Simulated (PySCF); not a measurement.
Predicted microwave data (wB97X-D/def2-SVPD in PySCF (dipole) on a GFN2-xTB geometry, gas phase) for one isomer of C5H7NOS:

| Property | Result |
| --- | --- |
| Rotational constants | A = 4481, B = 1102, C = 995.5 MHz |
| Dipole components | \|μa\| = 3.85 D, \|μb\| = 0.84 D, \|μc\| = 0.56 D |
| Inertial defect | -63.82 u·Å² |
| κ | -0.94 |

Question: Which candidate fits, each taken in the one conformer that was computed?
A. `[CH2:1]=[N:2][C@@H:3]1[CH:4]=[CH:5][S@@:6](=[O:7])[CH2:8]1` with C1–N2–C3–C4 -122°, N2–C3–C4–C5 -135°, C4–C5–S6–O7 -91°, C5–S6–C8–C3 -25°, N2–C3–C8–S6 147°
B. `[CH3:1][CH2:2][S:3][c:4]1[cH:5][o:6][cH:7][n:8]1` with C1–C2–S3–C4 76°, C2–S3–C4–C5 -177°

Answer: A. It is C=N[C@@H]1C=C[S@@](=O)C1, a near-prolate asymmetric top, point group C1. The candidates at the same level (rigid rotor, commonest isotopes):

```
                  SMILES  A (MHz)  B (MHz)  C (MHz)  μa (D)  μb (D)  μc (D)  Δ (u·Å²)  point group                        rotor
              CCSc1cocn1     3743     1213    984.6    0.47    0.75    0.05    -38.29           C1               asymmetric top
C=N[C@@H]1C=C[S@@](=O)C1     4481     1102    995.5    3.85    0.84    0.56    -63.82           C1  near-prolate asymmetric top
```

`CCSc1cocn1` has A 16 % too low. No structure here is proved a minimum.
